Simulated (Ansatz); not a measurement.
**Energy profile**

The step: BH₂BrO₂ ([OH][B]([OH])[Br]) + H₂O → BH₃O₃ ([OH][B]([OH])[OH]) + HBr; bonds formed: B1–O6, Br2–H5; bonds broken: B1–Br2, H5–O6 (atoms numbered as in the saddle structure below).

```json
{"atom": "B1", "x (Å)": "-0.2949", "y (Å)": "0.2476", "z (Å)": "-0.0472"}
{"atom": "Br2", "x (Å)": "0.8745", "y (Å)": "-1.7243", "z (Å)": "-1.1540"}
{"atom": "O3", "x (Å)": "-0.2268", "y (Å)": "1.1903", "z (Å)": "-1.0140"}
{"atom": "O4", "x (Å)": "-1.4375", "y (Å)": "-0.1111", "z (Å)": "0.5841"}
{"atom": "H5", "x (Å)": "1.3292", "y (Å)": "-0.6748", "z (Å)": "0.4199"}
{"atom": "O6", "x (Å)": "0.8775", "y (Å)": "0.1201", "z (Å)": "0.9382"}
{"atom": "H7", "x (Å)": "0.5603", "y (Å)": "1.1332", "z (Å)": "-1.5617"}
{"atom": "H8", "x (Å)": "-2.2231", "y (Å)": "0.0391", "z (Å)": "0.0532"}
{"atom": "H9", "x (Å)": "0.5408", "y (Å)": "-0.2201", "z (Å)": "1.7814"}
```

Electronic energies by CCSD(T) at an estimated basis limit (MP2 extrapolated from triple and quadruple zeta, plus CCSD(T) − MP2 in triple zeta), on PBE0-D4/def2-TZVP structures; BH₄BrO₃, singlet; no counterpoise correction. Ansatz 0.2.0; basis: def2-TZVPP and def2-QZVPP; cores frozen in the correlated methods. Filled d shells of the heavier atoms are correlated. The def2 sets are not built for correlating such inner shells, so the correlated values are less sure here. Extrapolation: Hartree–Fock as exp(−7.88 √X), correlation as X^−2.97.

(1) Give the profile in kJ/mol, counted from the separated reactants. (Judge from chemistry; the value comes from the calculation.)

The T1 diagnostic stays at or below 0.012.

## Answers

(1) The calculation gives:
| point | kJ/mol |
| --- | --- |
| separated: BH₂BrO₂ (linked as [OH][B]([OH])[Br]; B1, Br2, O3, O4, H7, H8; singlet) + H₂O (H5, O6, H9; singlet) | 0.0 |
| start structure | -16.7 |
| saddle | 36.1 |
| end structure | -68.4 |
| separated: BH₃O₃ (linked as [OH][B]([OH])[OH]; B1, O3, O4, O6, H7, H8, H9; singlet) + HBr (Br2, H5; singlet) | -46.1 |

The step is the kind of ligand exchange by which a precursor binds to a hydroxyl group, or is hydrolysed, in atomic layer deposition of oxides.

For scale, one of the runs: CCSD(T)/def2-TZVPP, 228 basis functions, launched by `ansatz run in.yaml --threads 8 --pin off --events-out ev --progress --plain --max-ram 19148MiB`. Time: 89 s of wall clock on 8 CPU threads of an Arm Neoverse V2; the host was shared. Peak host memory: 4.4 GiB.
